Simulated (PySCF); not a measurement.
# Electron correlation in Ar⁺ (argon, charge +1)

[Ne] 3s2 3p5, 2P determinant. Computed with PySCF 2.14 in jorge-DZP-DKH (7s4p1d, 24 functions), with the spin-free X2C one-electron Hamiltonian (Gaussian nucleus). Frozen: [Ne]; 7 electrons correlated.

MP2 pair energies summed by pair of shells (mhartree):

```json
{"pair": "3p-3p", "energy": "-81.69", "share (%)": "67.3"}
{"pair": "3s-3p", "energy": "-32.41", "share (%)": "26.7"}
{"pair": "3s-3s", "energy": "-7.27", "share (%)": "6.0"}
```

Total MP2 correlation energy: -121.37 mhartree.

Same-spin part -30.51 and opposite-spin part -90.86 mhartree; SCS-MP2 scales them by 1/3 and 6/5 to -119.21 mhartree.

```csv
level,correlation energy (mhartree)
CCSD,-137.92
(T),-1.16
CCSD(T),-139.08
```

Diagnostics: T1 = 0.0045, D1 = 0.0161, largest double amplitude 0.043.

Cost of the coupled-cluster step: 0.13 s of wall time on 1 thread of Intel(R) Xeon(R) Platinum 8559C (shared host), for 7 correlated electrons.
